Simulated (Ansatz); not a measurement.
Born–Oppenheimer molecular dynamics of FH$_{5}$N$_{2}$OZr (10 atoms, charge 0, multiplicity 1). It starts from a relaxed structure.

Computed with RKS r2SCAN-D4/def2-SVP (Ansatz 0.2.0).

```yaml
ensemble: NVT, Nosé–Hoover chain
time_step: 1 fs
steps_asked: 150
set_temperature: 300 K
thermostat: time constant 50 fs, chain length 3
seed: 653448
```

Frames 5 fs apart, positions in Å, forces in eV/Å.

Velocities at 50 fs (Å/ps):

```
Zr -1.06 -0.78 1.14
O 2.02 4.63 -1.31
H -6.41 -21.88 -37.77
F 2.40 -1.29 -1.05
N -1.56 1.04 2.38
H 3.32 -0.56 -17.66
H -0.04 7.07 -2.96
N 4.14 1.96 -3.96
H -12.99 -3.27 10.07
H -0.80 -2.28 7.46
```

```xyz
10
Properties=species:S:1:pos:R:3:forces:R:3 time_fs=50 energy_less_start_eV=0.174 T=211
Zr -0.120 -0.083 0.003 0.08 0.01 -0.45
O -0.156 0.013 1.911 -0.18 -0.28 0.00
H 0.042 0.129 2.832 0.05 0.05 0.54
F 1.736 0.041 -0.495 0.04 -0.02 -0.15
N -1.072 1.610 -0.631 0.16 -0.71 -0.34
H -1.512 1.569 -1.544 -0.28 0.09 -0.21
H -0.841 2.572 -0.450 0.07 0.61 0.27
N -1.002 -1.691 -0.970 0.07 0.84 0.98
H -1.731 -2.236 -0.499 0.18 -0.19 -0.54
H -0.700 -2.076 -1.857 -0.20 -0.40 -0.10
10
Properties=species:S:1:pos:R:3:forces:R:3 time_fs=55 energy_less_start_eV=0.257 T=155
Zr -0.125 -0.087 0.008 0.63 0.43 -1.13
O -0.149 0.034 1.894 0.42 -0.22 3.58
H 0.053 0.038 2.888 -0.56 0.00 -2.46
F 1.747 0.034 -0.501 -0.38 -0.06 -0.02
N -1.080 1.614 -0.627 0.27 0.37 -0.50
H -1.485 1.581 -1.569 -0.08 0.07 0.19
H -0.851 2.605 -0.446 -0.18 -0.59 0.10
N -0.986 -1.677 -0.978 0.40 0.11 -0.34
H -1.716 -2.226 -0.546 -0.39 -0.38 0.07
H -0.715 -2.144 -1.858 -0.13 0.26 0.53
10
Properties=species:S:1:pos:R:3:forces:R:3 time_fs=60 energy_less_start_eV=0.330 T=106
Zr -0.129 -0.090 0.010 0.94 0.86 -1.07
O -0.142 0.051 1.903 -0.74 0.12 -2.83
H 0.017 -0.043 2.785 0.61 -0.35 3.85
F 1.754 0.026 -0.508 -0.68 -0.08 0.08
N -1.084 1.619 -0.631 0.11 -0.73 -0.64
H -1.488 1.608 -1.575 -0.03 0.07 0.26
H -0.886 2.583 -0.403 0.02 0.34 0.25
N -0.967 -1.661 -0.984 -1.43 -1.04 0.80
H -1.740 -2.264 -0.610 0.61 0.82 0.00
H -0.735 -2.188 -1.810 0.60 0.00 -0.70
10
Properties=species:S:1:pos:R:3:forces:R:3 time_fs=65 energy_less_start_eV=0.243 T=196
Zr -0.130 -0.090 0.009 1.01 1.01 -0.74
O -0.137 0.066 1.914 0.22 -0.77 2.98
H 0.001 -0.138 2.895 -0.37 0.53 -2.33
F 1.754 0.017 -0.514 -0.70 -0.09 0.08
N -1.085 1.615 -0.642 0.48 -0.10 0.30
H -1.514 1.652 -1.558 -0.24 0.12 -0.29
H -0.929 2.578 -0.316 -0.12 -0.39 -0.06
N -0.963 -1.659 -0.986 0.76 -0.35 -1.08
H -1.724 -2.199 -0.637 -1.01 -0.56 0.52
H -0.652 -2.187 -1.827 -0.02 0.60 0.63
10
Properties=species:S:1:pos:R:3:forces:R:3 time_fs=70 energy_less_start_eV=0.172 T=275
Zr -0.129 -0.088 0.007 0.70 0.84 -0.04
O -0.132 0.076 1.944 -0.14 -0.34 -0.11
H -0.054 -0.203 2.858 -0.03 0.06 0.02
F 1.744 0.006 -0.519 -0.51 -0.09 0.01
N -1.080 1.607 -0.653 -0.21 -0.13 -0.66
H -1.576 1.725 -1.556 0.34 -0.08 0.69
H -0.999 2.526 -0.216 -0.03 -0.07 -0.01
N -0.957 -1.665 -0.995 -1.29 0.14 1.60
H -1.803 -2.166 -0.613 1.15 0.35 -0.90
H -0.542 -2.109 -1.790 0.02 -0.69 -0.61
10
Properties=species:S:1:pos:R:3:forces:R:3 time_fs=75 energy_less_start_eV=0.176 T=287
Zr -0.126 -0.084 0.004 0.28 0.55 0.64
O -0.130 0.081 1.972 -0.19 0.05 -1.81
H -0.107 -0.249 2.852 0.01 -0.33 1.07
F 1.727 -0.006 -0.524 -0.12 -0.07 -0.11
N -1.074 1.595 -0.669 0.40 -0.08 0.79
H -1.612 1.788 -1.490 -0.45 0.01 -0.77
H -1.072 2.456 -0.119 0.08 -0.03 0.06
N -0.958 -1.668 -0.991 1.91 0.88 -0.57
H -1.779 -2.141 -0.719 -1.32 -1.05 0.11
H -0.469 -2.117 -1.787 -0.61 0.07 0.59
10
Properties=species:S:1:pos:R:3:forces:R:3 time_fs=80 energy_less_start_eV=0.301 T=193
Zr -0.122 -0.078 0.003 -0.22 0.19 1.07
O -0.130 0.083 1.985 -0.28 -1.37 1.64
H -0.174 -0.322 2.927 0.11 1.16 -2.64
F 1.709 -0.020 -0.531 0.38 -0.04 -0.25
N -1.067 1.584 -0.681 -0.81 0.81 -0.23
H -1.681 1.835 -1.485 0.67 -0.36 0.72
H -1.135 2.368 -0.008 0.09 -0.29 -0.37
N -0.948 -1.662 -0.985 -1.57 -1.00 0.36
H -1.840 -2.223 -0.865 1.18 1.01 0.06
H -0.477 -2.157 -1.732 0.45 -0.11 -0.35
10
Properties=species:S:1:pos:R:3:forces:R:3 time_fs=85 energy_less_start_eV=0.365 T=145
Zr -0.118 -0.071 0.005 -0.59 -0.15 1.05
O -0.133 0.076 1.995 0.26 1.42 -4.81
H -0.231 -0.296 2.809 -0.44 -1.60 3.73
F 1.695 -0.034 -0.541 0.71 -0.02 -0.34
N -1.067 1.581 -0.690 0.58 -0.50 0.93
H -1.681 1.830 -1.429 -0.64 0.24 -0.96
H -1.178 2.259 0.054 -0.05 0.52 0.21
N -0.948 -1.668 -0.978 1.39 -0.02 -0.61
H -1.798 -2.181 -0.988 -1.43 -0.37 0.42
H -0.419 -2.188 -1.701 0.20 0.48 0.37
10
Properties=species:S:1:pos:R:3:forces:R:3 time_fs=90 energy_less_start_eV=0.307 T=202
Zr -0.116 -0.065 0.010 -0.72 -0.51 0.57
O -0.137 0.071 1.978 -0.61 -1.18 1.67
H -0.310 -0.345 2.890 0.44 1.08 -2.27
F 1.689 -0.049 -0.556 0.84 -0.04 -0.36
N -1.066 1.576 -0.691 -0.96 0.85 0.26
H -1.718 1.837 -1.458 0.70 -0.21 0.70
H -1.230 2.218 0.115 0.04 -0.20 -0.80
N -0.941 -1.679 -0.978 -0.59 -0.03 0.26
H -1.885 -2.125 -1.025 1.12 0.42 -0.01
H -0.298 -2.147 -1.623 -0.25 -0.19 -0.01
10
Properties=species:S:1:pos:R:3:forces:R:3 time_fs=95 energy_less_start_eV=0.225 T=278
Zr -0.116 -0.060 0.016 -0.37 -0.59 -0.18
O -0.146 0.059 1.960 -0.22 -0.13 -0.07
H -0.366 -0.307 2.821 0.04 0.07 0.04
F 1.694 -0.065 -0.575 0.56 -0.05 -0.23
N -1.073 1.578 -0.685 0.27 -0.49 0.37
H -1.681 1.826 -1.437 -0.39 0.15 -0.83
H -1.284 2.198 0.076 -0.16 0.79 0.62
N -0.932 -1.687 -0.973 0.79 1.25 0.89
H -1.871 -2.033 -1.068 -0.24 -0.47 -0.29
H -0.233 -2.144 -1.549 -0.27 -0.52 -0.32
10
Properties=species:S:1:pos:R:3:forces:R:3 time_fs=100 energy_less_start_eV=0.163 T=347
Zr -0.117 -0.056 0.021 0.30 -0.38 -0.92
O -0.158 0.045 1.940 0.06 0.29 -0.45
H -0.413 -0.272 2.788 -0.25 -0.33 1.10
F 1.706 -0.081 -0.598 0.10 -0.01 -0.01
N -1.084 1.580 -0.672 -1.11 1.22 0.50
H -1.654 1.820 -1.500 0.52 -0.23 0.43
H -1.351 2.277 0.069 0.33 -0.61 -0.82
N -0.912 -1.677 -0.956 0.43 -0.34 -0.38
H -1.854 -2.021 -1.158 0.19 0.05 0.12
H -0.245 -2.243 -1.521 -0.56 0.35 0.43
10
Properties=species:S:1:pos:R:3:forces:R:3 time_fs=105 energy_less_start_eV=0.276 T=264
Zr -0.116 -0.054 0.025 0.79 0.04 -1.44
O -0.172 0.032 1.922 -1.10 -0.79 3.76
H -0.480 -0.250 2.862 0.94 0.80 -2.64
F 1.719 -0.098 -0.622 -0.33 0.03 0.20
N -1.108 1.594 -0.652 0.18 -0.91 -0.41
H -1.553 1.779 -1.544 0.02 0.01 -0.25
H -1.379 2.314 -0.024 -0.34 1.02 0.79
N -0.889 -1.668 -0.941 -1.29 -0.39 -0.35
H -1.821 -2.004 -1.235 0.17 0.54 0.55
H -0.313 -2.317 -1.450 0.95 -0.36 -0.21
```

Of the whole run (150 fs, mean temperature of the second half 275 K): The conserved energy stayed within 3 meV per atom of its start (net change 0.54 meV per atom), so there is no drift, though single steps change it by up to 23 meV in the whole system, a sign of fast motions only just resolved. A run of 0.15 ps of so small a system gives no equilibrium averages.

Time of the run: 13 min on 2 threads of Arm Neoverse V1, with other jobs on the host, peak memory 0.18 GiB.
